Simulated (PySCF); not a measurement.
Here is a job for PySCF.
```python
from pyscf import gto, scf, mp

mol = gto.M(
    atom='''
C    -0.01328681   -0.00656652    0.65800535
C     0.01328681    0.00656652   -0.65800535
H    -0.02089650    0.90169144    1.23822259
H    -0.02873771   -0.92622134    1.21982272
H     0.02873771    0.92622134   -1.21982272
H     0.02089650   -0.90169144   -1.23822259
''',
    basis='def2-svpd',
    verbose=4,
)

mf = scf.RHF(mol)
mf.kernel()

pt = mp.MP2(mf, frozen=2)
pt.kernel()
print('E(MP2) = %.10f' % pt.e_tot)
```

Problem. What SCF-reference HOMO energy does MP2/def2-SVPD (PySCF) give?

Solution. -10.40 eV

Problem. Give the number of basis functions at the level MP2/def2-SVPD.

Solution. 72

Problem. Estimate the SCF-reference dipole moment that MP2/def2-SVPD returns for this input.

Solution. 0.00 D
